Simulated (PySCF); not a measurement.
Two species compared at the same levels of theory.

First species: C₆H₁₁Cl.
SMILES: `CC(C)=C(C)CCl`

Second species: Chlorine, Cl2.
Bonds: Cl1–Cl2.

Levels: CAM-B3LYP/def2-SVPD for dipole moment, HOMO energy, LUMO energy, HOMO–LUMO gap, static isotropic polarisability and electronic spatial extent ⟨r²⟩ about the centre of nuclear charge; TDDFT CAM-B3LYP/def2-SVPD for lowest singlet excitation; TDA CAM-B3LYP/def2-SVPD for lowest triplet excitation (Tamm–Dancoff); GFN2-xTB for smallest rotational constant. Geometries: GFN2-xTB. All species are isolated and taken at one optimised geometry, non-relativistic unless stated. Electronic properties by PySCF.

The conformers computed, where there is a choice (atom-mapped SMILES and torsion angles):
- `[CH3:1][C:2]([CH3:3])=[C:4]([CH3:5])[CH2:6][Cl:7]`: C2–C4–C6–Cl7 -86°

```csv
property,column X,column Y
dipole moment,2.34 D,0.00 D
HOMO energy,-8.00 eV,-10.31 eV
LUMO energy,0.82 eV,-2.44 eV
HOMO–LUMO gap,8.82 eV,7.87 eV
lowest singlet excitation,5.97 eV,3.42 eV
lowest triplet excitation (Tamm–Dancoff),3.86 eV,2.57 eV
static isotropic polarisability,88.2 au,30.5 au
electronic spatial extent ⟨r²⟩ about the centre of nuclear charge,1137 bohr²,178 bohr²
smallest rotational constant,1.089 GHz,7.108 GHz
```

Which column belongs to which species?

Column X is the first species and column Y the second. The first has 18 atoms and 64 electrons, the second 2 and 34.

How does each property change from the first species to the second?

dipole moment -2.34 D; HOMO energy -2.31 eV; LUMO energy -3.26 eV; HOMO–LUMO gap -0.95 eV; lowest singlet excitation -2.55 eV; lowest triplet excitation (Tamm–Dancoff) -1.29 eV; static isotropic polarisability -57.7 au; electronic spatial extent ⟨r²⟩ about the centre of nuclear charge -959 bohr²; smallest rotational constant +6.019 GHz.

On the first: No computed singlet falls in the visible range (750 to 380 nm, 1.65 to 3.26 eV); S1 lies 2.71 eV above its blue end. The polarisability is 13.08 Å³ as a volume (1 au = 0.148185 Å³), or 1.38 au for each of the 64 electrons.

On the second: In wavenumbers S1 is 27600 cm⁻¹ (1 eV = 8065.54 cm⁻¹). The polarisability is 4.52 Å³ as a volume (1 au = 0.148185 Å³), or 0.90 au for each of the 34 electrons.
